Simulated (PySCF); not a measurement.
C3H5FOSi.
SMILES: `O=C([SiH3])/C=C\F`

Computed with PySCF, TDDFT PBE0/def2-SVPD, vertical, gas phase, core orbitals frozen in the response. The structure is a single GFN2-xTB conformer in the gas phase; no vibrational or solvent corrections. Torsions of this conformer, `[O:1]=[C:2]([SiH3:3])/[CH:4]=[CH:5]\[F:6]`: O1–C2–C4–C5 180°.

Broadening: Gaussians 0.3 eV wide at half height, area fixed by f = 4.319×10⁻⁹ ∫ε dν̃. The width is an assumption, not a result. The curve ends short of the highest state used, and states not computed would add to its high-energy end.

```tsv
E (eV)	ε (L mol⁻¹ cm⁻¹)
2.57	0
2.66	2
2.75	10
2.84	36
2.93	74
3.03	93
3.12	67
3.21	29
3.30	8
3.39	1
3.48	0
3.58	0
3.67	0
3.76	0
3.85	0
3.94	0
4.03	0
4.13	0
4.22	0
4.31	0
4.40	0
4.49	0
4.58	0
4.68	0
4.77	0
4.86	0
4.95	0
5.04	0
5.14	0
5.23	0
5.32	3
5.41	46
5.50	434
5.59	2458
5.69	9411
5.78	18604
5.87	22331
5.96	16287
6.05	7259
6.14	2095
6.24	652
6.33	704
6.42	774
6.51	649
```

Task: Locate the maxima and give the states behind the curve.

Result: 411 nm (3.02 eV), ε about 93, made up of S1 (100%); 212 nm (5.86 eV), ε about 22000, made up of S2 (100%); 194 nm (6.40 eV), ε about 780, made up of S4 (94%) (ε in L mol⁻¹ cm⁻¹; maxima over ε = 5, shares over 10%). The states used: S1 3.02 eV (f 0.0010); S2 5.86 eV (f 0.249); S3 6.17 eV (f 0.0008); S4 6.40 eV (f 0.0082); S5 6.50 eV (f 0.0003); S6 6.78 eV (f 0.0046); S7 6.87 eV (f 0.044); S8 7.11 eV (f 0.204).

Task: Coming from long wavelengths, where does ε first pass 100 L mol⁻¹ cm⁻¹?

Result: At about 228 nm (5.44 eV), 2.42 eV above S1.

Task: What would ε be at 5.86 eV, the highest of these maxima, with half the width (0.15 eV)?

Result: About 44800 L mol⁻¹ cm⁻¹ against 22400, a factor of about 2.00; a lone state at its own centre would give exactly 2.

Task: On this curve, what absorbance would a 10⁻³ mol/L sample give at 193 nm over a 1 cm path?

Result: 193 nm is 6.424 eV, where ε is about 770 L mol⁻¹ cm⁻¹, so A = ε c l ≈ 0.77 (Beer–Lambert, with the gas-phase spectrum and the assumed width).
